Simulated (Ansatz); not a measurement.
Relaxation of C4H11NSi (17 atoms, charge 0, multiplicity 1), to a largest force component of 0.015 eV/Å in at most 40 steps.

All numbers below come from RKS PBE0-D4/def2-SVP in Ansatz.

```xyz
17
Properties=species:S:1:pos:R:3
C -0.072 -1.972 0.744
C 0.364 -0.795 0.195
C 1.763 -0.847 -0.331
N -0.265 0.441 0.079
C 0.317 1.592 -0.558
Si -2.032 0.724 0.292
H 0.506 -2.829 0.795
H -1.080 -1.990 1.138
H 2.229 -1.838 -0.211
H 1.843 -0.550 -1.347
H 2.432 -0.188 0.292
H -0.180 2.562 -0.348
H 0.348 1.484 -1.641
H 1.297 1.755 -0.117
H -2.579 -0.205 1.344
H -2.224 2.153 0.726
H -2.685 0.504 -1.011
```

Task: Where does it end, and by what steps?

Result: The run converged. After 18 steps the energy has fallen by 0.555 eV; H17 moved furthest, 0.93 Å.

```json
{"step": "0", "energy less start (eV)": "0.0000", "largest force component (eV/Å)": "3.679", "accepted": "yes"}
{"step": "1", "energy less start (eV)": "-0.4008", "largest force component (eV/Å)": "1.164", "accepted": "yes"}
{"step": "2", "energy less start (eV)": "-0.4443", "largest force component (eV/Å)": "0.340", "accepted": "yes"}
{"step": "3", "energy less start (eV)": "-0.4634", "largest force component (eV/Å)": "0.164", "accepted": "yes"}
{"step": "4", "energy less start (eV)": "-0.4869", "largest force component (eV/Å)": "0.410", "accepted": "yes"}
{"step": "5", "energy less start (eV)": "-0.5081", "largest force component (eV/Å)": "0.452", "accepted": "yes"}
{"step": "6", "energy less start (eV)": "-0.5277", "largest force component (eV/Å)": "0.384", "accepted": "yes"}
{"step": "7", "energy less start (eV)": "-0.4878", "largest force component (eV/Å)": "1.020", "accepted": "no"}
{"step": "8", "energy less start (eV)": "-0.5463", "largest force component (eV/Å)": "0.085", "accepted": "yes"}
{"step": "9", "energy less start (eV)": "-0.5377", "largest force component (eV/Å)": "0.401", "accepted": "no"}
{"step": "10", "energy less start (eV)": "-0.5499", "largest force component (eV/Å)": "0.025", "accepted": "yes"}
{"step": "11", "energy less start (eV)": "-0.5513", "largest force component (eV/Å)": "0.061", "accepted": "yes"}
{"step": "12", "energy less start (eV)": "-0.5524", "largest force component (eV/Å)": "0.058", "accepted": "yes"}
{"step": "13", "energy less start (eV)": "-0.5534", "largest force component (eV/Å)": "0.069", "accepted": "yes"}
{"step": "14", "energy less start (eV)": "-0.5541", "largest force component (eV/Å)": "0.059", "accepted": "yes"}
{"step": "15", "energy less start (eV)": "-0.5546", "largest force component (eV/Å)": "0.023", "accepted": "yes"}
{"step": "16", "energy less start (eV)": "-0.5549", "largest force component (eV/Å)": "0.016", "accepted": "yes"}
{"step": "17", "energy less start (eV)": "-0.5550", "largest force component (eV/Å)": "0.024", "accepted": "yes"}
{"step": "18", "energy less start (eV)": "-0.5551", "largest force component (eV/Å)": "0.014", "accepted": "yes"}
```

```xyz
17
Properties=species:S:1:pos:R:3
C -0.321 -1.909 0.259
C 0.356 -0.762 0.055
C 1.854 -0.757 -0.051
N -0.284 0.480 -0.024
C 0.360 1.567 -0.732
Si -1.925 0.647 0.577
H 0.213 -2.847 0.412
H -1.413 -1.950 0.289
H 2.248 -1.769 0.106
H 2.193 -0.414 -1.041
H 2.305 -0.087 0.699
H -0.268 2.467 -0.675
H 0.515 1.342 -1.803
H 1.339 1.829 -0.296
H -2.023 0.060 1.945
H -2.205 2.113 0.605
H -2.961 -0.009 -0.285
```

Whether the end is a true minimum wasn't checked by a vibrational analysis.

The run took 120 s on 2 threads of Arm Neoverse V1, with other jobs on the host, peak memory 0.41 GiB.
